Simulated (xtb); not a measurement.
OS (SMILES O=S), triplet, at a GFN2-xTB geometry; GFN2-xTB run with xtb.

Input for xtb:
```
$ xtb mol.xyz --gfn 2 --uhf 2 --grad --json

# file mol.xyz
2

O     -0.00000000    -0.00000000    -0.97800273
S      0.00000000     0.00000000     0.48900137
```

Question: Predict the main parts of the log of this xtb run.

Answer: 
```
   ID    Z sym.   atoms
    1    8 O      1
    2   16 S      2

           -------------------------------------------------
          |                Calculation Setup                |
           -------------------------------------------------

           -------------------------------------------------
          |                 G F N 2 - x T B                 |
           -------------------------------------------------

          ...................................................
          :                      SETUP                      :
          :.................................................:
          :  # basis functions                  14          :
          :  # atomic orbitals                  13          :
          :  # shells                            5          :
          :  # electrons                        12          :
          :  max. iterations                   250          :
          :  Hamiltonian                  GFN2-xTB          :
          :  restarted?                      false          :
          :  GBSA solvation                  false          :
          :  PC potential                    false          :
          :  electronic temp.          300.0000000     K    :
          :  accuracy                    1.0000000          :
          :  -> integral cutoff          0.2500000E+02      :
          :  -> integral neglect         0.1000000E-07      :
          :  -> SCF convergence          0.1000000E-05 Eh   :
          :  -> wf. convergence          0.1000000E-03 e    :
          :  Broyden damping             0.4000000          :
          :  net charge                          0          :
          :  unpaired electrons                  2          :
          ...................................................

 iter      E             dE          RMSdq      gap      omega  full diag
   1     -7.2365456 -0.723655E+01  0.721E+00    5.28       0.0  T
   2     -7.2519005 -0.153549E-01  0.244E+00    5.23       1.0  T
   3     -7.2523538 -0.453305E-03  0.147E+00    5.28       1.0  T
   4     -7.2525197 -0.165904E-03  0.217E-01    5.28       1.0  T
   5     -7.2525007  0.190135E-04  0.172E-01    5.28       1.0  T
   6     -7.2524996  0.111504E-05  0.175E-01    5.28       1.0  T
   7     -7.2525267 -0.271167E-04  0.587E-03    5.28      12.0  T
   8     -7.2525267 -0.275855E-07  0.324E-03    5.28      21.8  T
   9     -7.2525267 -0.773937E-08  0.211E-04    5.28     334.9  T
[...]
         :: total energy              -7.234979059498 Eh    ::
[...]
         6        1.0000           -0.3722848             -10.1304
         7        1.0000           -0.3722848             -10.1304 (HOMO)
         8                         -0.1783340              -4.8527 (LUMO)
         9                         -0.0417985              -1.1374
        10                         -0.0417985              -1.1374
        11                          0.0703307               1.9138
        12                          0.0703307               1.9138
        13                          0.7819050              21.2767
      -------------------------------------------------------------
                  HL-Gap            0.1939507 Eh            5.2777 eV
             Fermi-level           -0.3640424 Eh           -9.9061 eV

     #   Z          covCN         q      C6AA      α(0)
     1   8 O        0.859    -0.311    19.973     5.992
     2  16 S        0.859     0.311   127.218    19.078

 Mol. C6AA /au·bohr⁶  :        245.024042
 Mol. C8AA /au·bohr⁸  :       9711.793977
 Mol. α(0) /au        :         25.069745

Wiberg/Mayer (AO) data.
largest (>0.10) Wiberg bond orders for each atom

 ---------------------------------------------------------------------------
     #   Z sym  total        # sym  WBO       # sym  WBO       # sym  WBO
 ---------------------------------------------------------------------------
     1   8 O    2.164 --     2 S    2.164
     2  16 S    2.164 --     1 O    2.164
 ---------------------------------------------------------------------------

Topologies differ in total number of bonds
Writing topology from bond orders to xtbtopo.mol

molecular dipole:
                 x           y           z       tot (Debye)
 q only:        0.000       0.000       0.861
   full:        0.000       0.000       0.719       1.828
molecular quadrupole (traceless):
                xx          xy          yy          xz          yz          zz
 q only:        0.398       0.000       0.398       0.000       0.000      -0.796
  q+dip:        0.896       0.000       0.896      -0.000       0.000      -1.791
   full:        0.967      -0.000       0.967       0.000       0.000      -1.934

           -------------------------------------------------
          | TOTAL ENERGY               -7.234979059498 Eh   |
          | GRADIENT NORM               0.000085146670 Eh/α |
          | HOMO-LUMO GAP               5.277667945138 eV   |
           -------------------------------------------------

normal termination of xtb
```
